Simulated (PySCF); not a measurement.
Question: Write Cartesian coordinates for `C(C)#C[Si@@H](OC)[C@@H]1[C@@H](F)C1` as optimised with PBE0-D3(BJ)/def2-SVP.

Answer: 
```
atom  x, y, z in Å
C1     3.6166   -1.1862   -1.3490
C2     2.4347   -0.7144   -0.6530
C3     1.4370   -0.3236   -0.0698
Si4   -0.0681    0.2476    0.8002
O5    -0.7220    1.5673    0.0167
C6    -0.0290    2.7493   -0.2702
C7    -1.4218   -1.0150    0.7356
C8    -2.8834   -0.5884    0.7940
C9    -2.3040   -1.0968   -0.4697
F10   -2.6780   -2.3319   -0.8882
H11    4.0796   -0.3750   -1.9323
H12    3.3652   -2.0024   -2.0441
H13    4.3688   -1.5631   -0.6384
H14    0.3124    0.6159    2.1979
H15    0.2695    3.2851    0.6499
H16   -0.6868    3.4135   -0.8511
H17    0.8819    2.5581   -0.8659
H18   -1.2115   -1.9902    1.1885
H19   -3.5697   -1.2572    1.3196
H20   -3.1145    0.4782    0.8630
H21   -2.1439   -0.4102   -1.3077
```

Orientation and origin are arbitrary. Atoms count from 1 in this order. The C–C distances run from 1.220 Å (C2≡C3, drawn triple) to 1.524 Å (C7–C8, drawn single), a spread of 0.304 Å. The C–Si distances run from 1.830 Å (C3–Si4, drawn single) to 1.852 Å (Si4–C7, drawn single), a spread of 0.022 Å. O5 (silyl ether oxygen) is bent (angle 124.8°). Si4 (oxygen-bound silicon) is distorted tetrahedral (angles from 103.7° to 112.7°).

Bonds between heavy atoms (Å): C1–C2 1.450, C2≡C3 1.220, C3–Si4 1.830, Si4–O5 1.668, O5–C6 1.400, Si4–C7 1.852, C7–C8 1.524, C8–C9 1.480, C9–F10 1.357, C7–C9 1.496.

Computed, not measured: PBE0-D3(BJ)/def2-SVP geometry optimisation, gas phase in PySCF 2.14.0.

Point group: C1 (no symmetry element, even within 0.4 Å). Whether it is a minimum is left open (no frequencies). One conformer, not necessarily the lowest (C3–Si4–O5–C6 -55°, C3–Si4–C7–C8 -152°).
